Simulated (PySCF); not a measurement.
BiFCl2, SMILES [F][Bi]([Cl])[Cl]. Coordinates come from a PBE-D3(BJ)/def2-SVP optimisation. The def2 effective core potentials stand for the cores of Bi; spin–orbit coupling is left out.

Computed equilibrium geometry at PBE-D3(BJ)/def2-SVP (PySCF confirms it by a frequency run) as Cartesian coordinates in Å, and its point group:
point group Cs.
```xyz
4

Bi    -0.2743    -0.3197     0.0000
F      1.4307    -1.4621     0.0000
Cl     0.2909     1.1675    -1.9012
Cl     0.2909     1.1675     1.9012
```
